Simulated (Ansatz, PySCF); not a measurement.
Gas-phase reaction (SMILES): FC1=COCO1 + 4 C (CH4) + 2 O (H2O) → C=C (C2H4) [ethene] + CF (CH3F) [fluoromethane] + 4 CO (CH4O); bond separation energy.

Each molecule is optimised on its own at B3LYP-D3(BJ)/def2-TZVP (Ansatz, a first-principles code), one conformer each, not searched for the lowest. Valence correlation only, unless marked. Spin-orbit coupling is left out. No relativistic terms. CBS marks a two-point X^-3 extrapolation of the correlation energy; Hartree-Fock from the larger set. The bracket is a focal-point correction in the basis named. Thermal terms are rigid-rotor harmonic-oscillator values from B3LYP-D3(BJ) frequencies (Ansatz or PySCF) at 298.15 K and 1 atm. 1 Eh = 627.5095 kcal/mol.

```json
[
 {"species": "FC1=COCO1", "E, RI-MP2/CBS(cc-pVTZ,cc-pVQZ)+[CCSD(T)-MP2]/cc-pVTZ (Ansatz) (Eh)": "-366.01499", "E, PBE-D3(BJ)/def2-TZVPD (Ansatz + dftd3) (Eh)": "-366.11902", "H - E (Eh)": "0.06670", "G - E (Eh)": "0.03269"},
 {"species": "C (CH4)", "E, RI-MP2/CBS(cc-pVTZ,cc-pVQZ)+[CCSD(T)-MP2]/cc-pVTZ (Ansatz) (Eh)": "-40.46125", "E, PBE-D3(BJ)/def2-TZVPD (Ansatz + dftd3) (Eh)": "-40.46420", "H - E (Eh)": "0.04840", "G - E (Eh)": "0.02728"},
 {"species": "C=C (C2H4)", "E, RI-MP2/CBS(cc-pVTZ,cc-pVQZ)+[CCSD(T)-MP2]/cc-pVTZ (Ansatz) (Eh)": "-78.47961", "E, PBE-D3(BJ)/def2-TZVPD (Ansatz + dftd3) (Eh)": "-78.50286", "H - E (Eh)": "0.05494", "G - E (Eh)": "0.03009"},
 {"species": "CF (CH3F)", "E, RI-MP2/CBS(cc-pVTZ,cc-pVQZ)+[CCSD(T)-MP2]/cc-pVTZ (Ansatz) (Eh)": "-139.63110", "E, PBE-D3(BJ)/def2-TZVPD (Ansatz + dftd3) (Eh)": "-139.65003", "H - E (Eh)": "0.04297", "G - E (Eh)": "0.01769"},
 {"species": "CO (CH4O)", "E, RI-MP2/CBS(cc-pVTZ,cc-pVQZ)+[CCSD(T)-MP2]/cc-pVTZ (Ansatz) (Eh)": "-115.61425", "E, PBE-D3(BJ)/def2-TZVPD (Ansatz + dftd3) (Eh)": "-115.63404", "H - E (Eh)": "0.05533", "G - E (Eh)": "0.02827"},
 {"species": "O (H2O)", "E, RI-MP2/CBS(cc-pVTZ,cc-pVQZ)+[CCSD(T)-MP2]/cc-pVTZ (Ansatz) (Eh)": "-76.37659", "E, PBE-D3(BJ)/def2-TZVPD (Ansatz + dftd3) (Eh)": "-76.38147", "H - E (Eh)": "0.02495", "G - E (Eh)": "0.00353"}
]
```

Work out ΔE and ΔH, ΔG, ΔS and the equilibrium constant at 298.15 K at the first level, then ΔH at the second.


1. ΔE = [(-78.47961) + (-139.63110) + 4×(-115.61425)] - [(-366.01499) + 4×(-40.46125) + 2×(-76.37659)] = 0.04546 Eh = 28.5 kcal/mol at RI-MP2/CBS(cc-pVTZ,cc-pVQZ)+[CCSD(T)-MP2]/cc-pVTZ.
2. The terms H - E add up to 0.00903 Eh, so ΔH = (0.04546 + (0.00903))×627.5095 = 34.2 kcal/mol.
3. The terms G - E add up to 0.01199 Eh, so ΔG = 36.1 kcal/mol, and ΔS = (0.00903 - (0.01199))×627509.5/298.15 = -6.2 cal/(mol K).
4. log10 K = -ΔG/(RT ln 10) = -26.5, with RT ln 10 = 1.3642 kcal/mol.
5. At PBE-D3(BJ)/def2-TZVPD the same steps give ΔE = 31.2 and ΔH = 36.9 kcal/mol, a shift of +2.7 from the first level.
6. These values are not checked against measurement here, since the tables used lack a sound gas-phase enthalpy of formation for at least one species.
